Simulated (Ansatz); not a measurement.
A calculation with Ansatz (development build ahead of 0.2.0).

```yaml
crystal:
  periodic: [false, false, false]
  atoms:
    - { symbol: H, position_ang: [-1.0, 0.0, 0.0] }
    - { symbol: H, position_ang: [0.5, -0.86603, 0.0] }
    - { symbol: H, position_ang: [-0.5, 0.86603, 0.0] }
    - { symbol: H, position_ang: [-0.5, -0.86603, 0.0] }
    - { symbol: H, position_ang: [1.0, 0.0, 0.0] }
    - { symbol: H, position_ang: [0.5, 0.86603, 0.0] }
basis:
  gaussian: { orbitals: cc-pVDZ }
hamiltonian:
  xc: hf
correlation:
  method: mp2
  frozen_orbitals: { H: 0 }
output:
  forces: true
```

The input is written out in the form of the current development build from the run's settings.

The run gave:

```yaml
Converged: yes
Reference_energy: -3.24961 hartree
Correlation_energy: -0.11116 hartree
Total_energy: -3.36076 hartree
```

Forces (eV/Å):
| atom | Fx | Fy | Fz |
| --- | --- | --- | --- |
| H1 | 0.156 | 0.000 | 0.000 |
| H2 | -0.078 | 0.136 | 0.000 |
| H3 | 0.078 | -0.136 | 0.000 |
| H4 | 0.078 | 0.136 | 0.000 |
| H5 | -0.156 | 0.000 | 0.000 |
| H6 | -0.078 | -0.136 | 0.000 |

Caution: bonds are stretched, where a single reference can fail.
